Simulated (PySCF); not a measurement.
C₂H₃O₃, multiplicity 2. Atoms are numbered in the order given.

```xyz
8

C     -0.0415     1.8039     0.0000
O      0.6959     0.5707     0.0000
C      0.0119    -0.5583     0.0000
O      0.6371    -1.6506     0.0000
O     -1.2316    -0.6480     0.0000
H     -1.1238     1.6178     0.0000
H      0.2446     2.3666     0.8987
H      0.2446     2.3666    -0.8987
```
Charge 0, spin multiplicity 2.

Coordinates come from a r2SCAN-D4/def2-SVP optimisation. The geometry has at least one imaginary mode, so it is a saddle point at that level. The isomer is the one that the SMILES or the coordinates give; other isomers of the formula were not compared.

All values below come from r2SCAN/def2-TZVP (PySCF).

ESP charges are fitted to the potential on shells at 1.4 to 2.0 van der Waals radii. Atomic charges (e):

| atom | Mulliken | ESP fit | meta-Löwdin | Mulliken spin |
|---|---|---|---|---|
| C1 | -0.16 | -0.29 | -0.13 | 0.01 |
| O2 | -0.23 | -0.22 | -0.32 | 0.00 |
| C3 | 0.49 | 0.74 | 0.68 | -0.10 |
| O4 | -0.22 | -0.33 | -0.28 | 0.61 |
| O5 | -0.28 | -0.37 | -0.35 | 0.48 |
| H6 | 0.14 | 0.16 | 0.14 | 0.00 |
| H7 | 0.13 | 0.16 | 0.14 | 0.00 |
| H8 | 0.13 | 0.16 | 0.14 | 0.00 |

Q: Give the Mayer and Wiberg (Löwdin basis) orders of the bonds. (The exact figures need the calculation; the answer reports its results.)

A: 
| bond | Mayer | Wiberg |
|---|---|---|
| C1–O2 | 0.86 | 1.37 |
| O2–C3 | 1.23 | 1.76 |
| C3–O4 | 1.55 | 2.26 |
| C3–O5 | 1.61 | 2.34 |
| C1–H6 | 0.96 | 0.92 |
| C1–H7 | 0.97 | 0.94 |
| C1–H8 | 0.97 | 0.94 |
